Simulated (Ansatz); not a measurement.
C4H3F5 can be A, `FC1CC(F)(F)C1(F)F`, or B, `F[C@@H]1[C@@H](F)C(F)(F)[C@H]1F`.

Isolated molecules relaxed with PBE0-D4/def2-TZVP in Ansatz; ΔE leaves out vibrations. CBS: MP2 limit from def2 TZ/QZ plus the TZ coupled-cluster correction, frozen cores. DFT in def2-TZVPP. B3LYP here is the variant with VWN-RPA as its local correlation; programs differ in this.

(1) Which is lower in electronic energy at CCSD(T)/CBS, and by how much? (Estimate.)

(2) Give E(B) − E(A) in kJ/mol with BLYP-D4, CCSD(T)/def2-TZVPP, PBE-D4, CCSD(T)/def2-SVP, CCSD/def2-TZVPP, B3LYP-D4, r2SCAN-D4. (Best estimate.)

(3) Does the order hold for the free energy at 298.15 K (harmonic terms from PBE0-D4)? (Best estimate.)

Largest T1 diagnostic: 0.012.

Answers

(1) The calculation gave: A, by 34.4 kJ/mol.

(2) Computed: BLYP-D4 31.0, CCSD(T)/def2-TZVPP 34.7, PBE-D4 33.2, CCSD(T)/def2-SVP 39.4, CCSD/def2-TZVPP 33.6, B3LYP-D4 31.4, r2SCAN-D4 38.3. None reverses the order clearly.

(3) Ansatz gave: Yes: G(B) − G(A) = +34.7 kJ/mol.

At CCSD(T), def2-SVP lies +4.9 kJ/mol from the extrapolated value and def2-TZVPP +0.3 kJ/mol. In def2-TZVPP, CCSD(T) changes the Hartree–Fock value by +3.1 kJ/mol (the triples alone add +1.1 kJ/mol) and MP2 by +4.1 kJ/mol.
